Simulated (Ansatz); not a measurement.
F2Si, charge -1, doublet, at a GFN2-xTB geometry (a state made from the parent by changing its charge; the spin is typed, not shown lowest) (a gas-phase anion, which may not be bound at this level); HF/cc-pVTZ (Ansatz, a quantum-chemistry and plane-wave program).

Here is a job for Ansatz.
Ansatz 0.2 input:
```yaml
crystal:
  periodic: [false, false, false]
  atoms:
    - {symbol: Si, position_ang: [-0.04213560, -0.02012493, 0.71616938]}
    - {symbol: F, position_ang: [1.18435672, -0.74997636, -0.51078231]}
    - {symbol: F, position_ang: [-1.11881245, 0.78128181, -0.60325896]}
basis:
  gaussian:
    orbitals: cc-pVTZ
hamiltonian:
  xc: hf
total_charge: -1
magnetization: {spin_polarized: true, initial_magnetization: 1}
```

Output, abridged:

```
Functional definition: HF
725 factors; their error is unknown
mean field evaluation 1: about -13276.9636 eV, gradient 1.0e1 eV
mean field evaluation 2: about -13277.6354 eV, gradient 3.4e0 eV
mean field evaluation 4: about -13277.7578 eV, gradient 8.5e-1 eV
mean field evaluation 8: about -13277.7711 eV, gradient 4.1e-2 eV
mean field -13278.02766261 eV, -487.9585164307 hartree, gradient 1.7e-5 eV, S^2 0.788573; 0 other end points of the search recorded, 0 dependent functions left out
reference -13278.02766261 eV, -487.9585164307 hartree; 17, 16 occupied and 77, 78 virtual orbitals, 725 factors
Total energy: -13278.02766261 eV, -487.9585164307 hartree
```
